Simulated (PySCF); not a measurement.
**`C1C(C2=CC=CC=C2)C1`, C₉H₁₀**

Molfile (atoms numbered from 1):
```
C9H10
     RDKit          3D

 19 20  0  0  0  0  0  0  0  0999 V2000
    2.7626   -0.0417   -0.1961 C   0  0  0  0  0  0  0  0  0  0  0  0
    2.1708    1.0779   -0.7767 C   0  0  0  0  0  0  0  0  0  0  0  0
    0.7864    1.2339   -0.7460 C   0  0  0  0  0  0  0  0  0  0  0  0
   -0.0364    0.2785   -0.1368 C   0  0  0  0  0  0  0  0  0  0  0  0
   -1.5087    0.4792   -0.1231 C   0  0  0  0  0  0  0  0  0  0  0  0
   -2.3482    0.0496    1.0531 C   0  0  0  0  0  0  0  0  0  0  0  0
   -2.4607   -0.6836   -0.2408 C   0  0  0  0  0  0  0  0  0  0  0  0
    0.5732   -0.8434    0.4434 C   0  0  0  0  0  0  0  0  0  0  0  0
    1.9558   -1.0019    0.4143 C   0  0  0  0  0  0  0  0  0  0  0  0
    3.8476   -0.1669   -0.2184 H   0  0  0  0  0  0  0  0  0  0  0  0
    2.7905    1.8383   -1.2585 H   0  0  0  0  0  0  0  0  0  0  0  0
    0.3298    2.1157   -1.2040 H   0  0  0  0  0  0  0  0  0  0  0  0
   -1.8251    1.4019   -0.6184 H   0  0  0  0  0  0  0  0  0  0  0  0
   -3.1693    0.7027    1.3603 H   0  0  0  0  0  0  0  0  0  0  0  0
   -1.8289   -0.4364    1.8841 H   0  0  0  0  0  0  0  0  0  0  0  0
   -2.0204   -1.6822   -0.3141 H   0  0  0  0  0  0  0  0  0  0  0  0
   -3.3611   -0.5473   -0.8456 H   0  0  0  0  0  0  0  0  0  0  0  0
   -0.0389   -1.6093    0.9278 H   0  0  0  0  0  0  0  0  0  0  0  0
    2.4080   -1.8847    0.8732 H   0  0  0  0  0  0  0  0  0  0  0  0
  1  2  2  0
  2  3  1  0
  3  4  2  0
  4  5  1  0
  5  6  1  0
  6  7  1  0
  4  8  1  0
  8  9  2  0
  9  1  1  0
  7  5  1  0
  1 10  1  0
  2 11  1  0
  3 12  1  0
  5 13  1  0
  6 14  1  0
  6 15  1  0
  7 16  1  0
  7 17  1  0
  8 18  1  0
  9 19  1  0
M  END
```

Computed with PySCF 2.14.0, quadratic response CAM-B3LYP/aug-cc-pVDZ first hyperpolarisability, Taylor convention, gas phase. Geometry: PBE0-D3(BJ)/def2-SVP.

Task: What is the first hyperpolarisability, and how does it disperse?

Result: In au, Taylor convention; the vector part is βᵢ = ⅓ Σⱼ (βᵢⱼⱼ + βⱼᵢⱼ + βⱼⱼᵢ); β∥ is 3/5 of the vector part along the dipole, the dipole points from − to +:
```
                   process  λ (nm)  β vector norm     β∥  β HRS  depolarisation ratio
           static β(0;0,0)       ∞          232.7  139.6   93.7                  5.53
second harmonic β(−2ω;ω,ω)    1907          248.5  149.0   99.9                  5.57
         Pockels β(−ω;ω,0)    1907          237.8  142.6      –                     –
second harmonic β(−2ω;ω,ω)    1064          289.8  173.8  116.2                  5.66
         Pockels β(−ω;ω,0)    1064          249.7  149.7      –                     –
```

Task: Which lowest excitations, dipole and polarisabilities go with it?

Result: S1 5.26 eV (f = 0.007); S2 5.83 eV (f = 0.112); S3 6.00 eV (f = 0.000); dipole 0.58 D; isotropic α 104.7 au static, 105.0 au at 1907 nm, 105.9 au at 1064 nm, 106.2 au at 953.5 nm, 110.1 au at 532 nm.
